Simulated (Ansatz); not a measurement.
A made-up structure of InNH3, doublet:

```
atom    x (Å)    y (Å)    z (Å)
  N1   0.8407  -1.1421   0.3649
 In2  -0.2583   0.4549  -0.3329
  H3   0.6654  -1.3996   1.3412
  H4   1.6265  -1.7497   0.1334
  H5   0.4818   2.0019  -0.2345
```

It is relaxed with PBE-D4/def2-SVP and then PBE0-D4/def2-TZVP (Ansatz 0.2.0). Atoms count as bonded within 1.22 times the sum of their covalent radii (H–H: 0.88 Å). The end point is not checked to be a true minimum.

Does its bonding change? (A judgement: the text doesn't fix the answer.)

The calculation gives: No: no bond forms or breaks.

Where it ends: The first stage lowers the energy by 0.42 eV in 11 steps. It ends as InNH₃ ([NH2][InH]):
```xyz
5
angstrom
N 0.8890 -1.0532 0.6696
In -0.2452 0.5664 0.1839
H 0.4638 -1.8876 1.0442
H 1.6892 -1.2998 0.1037
H 0.5592 1.8398 -0.7293
```

Labels in which every atom is bracketed show which atoms are joined, not bond orders.

For scale, one of the runs: PBE0-D4/def2-TZVP relaxation, 99 basis functions, launched by `ansatz run in.yaml --threads 2 --pin off --events-out ev --progress --plain --max-ram 4352MiB`. The run took about 37 s on 2 CPU threads of an Arm Neoverse N1 (shared host).
